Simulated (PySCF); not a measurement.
# How the method moves the HOMO and LUMO of `CO[BH2-][NH3+]`

CH8BNO.
Atom-mapped SMILES: `[CH3:1][O:2][BH2-:3][NH3+:4]` (hydrogens: H5, H6, H7 on C1; H8, H9 on B3; H10, H11, H12 on N4)

Cartesian coordinates in Å at the PBE0-D3(BJ)/def2-SVP level; atoms count from 1:
```
atom  x, y, z in Å
C1     1.492   -0.355   -0.162
O2     0.558   -0.854   -1.055
B3    -0.666   -1.374   -0.547
N4    -1.700   -0.050   -0.376
H5     2.442   -0.163   -0.688
H6     1.698   -1.056    0.671
H7     1.187    0.611    0.302
H8    -1.263   -2.062   -1.368
H9    -0.625   -1.850    0.591
H10   -2.646   -0.355   -0.146
H11   -1.727    0.454   -1.264
H12   -1.388    0.599    0.347
```

Basis pcSseg-2 throughout (PySCF), one geometry. The structure is a single PBE0-D3(BJ)/def2-SVP conformer in the gas phase; no vibrational or solvent corrections.

**Question.** How do the orbital energies, the gap and the dipole change with the method?

**Answer.** 
```
   method                    kind  HOMO (eV)  LUMO (eV)  gap (eV)  μ (D)  SCF cycles
     BLYP                     GGA      -5.40      -1.14      4.26   5.04          16
     OPBE                     GGA      -5.43      -0.98      4.45   5.07          16
      PBE                     GGA      -5.48      -1.10      4.38   5.05          15
    B97-D                     GGA      -5.51      -0.95      4.56   5.06          15
     BP86                     GGA      -5.58      -0.94      4.63   5.07          15
      LDA                     LDA      -5.59      -1.17      4.42   5.10          14
      KT2                     GGA      -5.64      -1.07      4.57   4.96          15
      KT3                     GGA      -5.66      -1.29      4.37   4.97          15
    B97-2           global hybrid      -6.71      -0.29      6.42   5.15          13
    B3LYP           global hybrid      -6.76      -0.67      6.09   5.13          13
     PBE0           global hybrid      -6.98      -0.32      6.66   5.16          14
 mPW1PW91           global hybrid      -7.01      -0.33      6.68   5.17          14
CAM-B3LYP  range-separated hybrid      -8.43       0.35      8.78   5.20          13
BHandHLYP           global hybrid      -8.48       0.20      8.68   5.21          12
  wB97X-D  range-separated hybrid      -8.88       1.46     10.34   5.23          13
  LC-wPBE  range-separated hybrid      -9.72       1.57     11.29   5.27          13
       HF            Hartree–Fock     -10.82       1.93     12.76   5.30          10
```

The HOMO spans 5.42 eV, from BLYP down to HF, and the gap runs from 4.26 eV (BLYP) to 12.76 eV (HF). Over the methods BLYP (0 %), OPBE (0 %), PBE (0 %), B97-D (0 %), BP86 (0 %), LDA (0 %), KT2 (0 %), KT3 (0 %), B97-2 (21 %), B3LYP (20 %), PBE0 (25 %), mPW1PW91 (25 %), BHandHLYP (50 %), HF (100 %), a straight line through the gap against the share of exact exchange rises by 0.84 eV for each 10 % (correlation coefficient 0.999). The dipole ranges from 4.96 D (KT2) to 5.30 D (HF). This basis has no diffuse functions.

The vertical ΔSCF ionisation energy at CAM-B3LYP/def2-SVPD is 9.41 eV; −ε(HOMO) comes closest to it with LC-wPBE (9.72 eV).
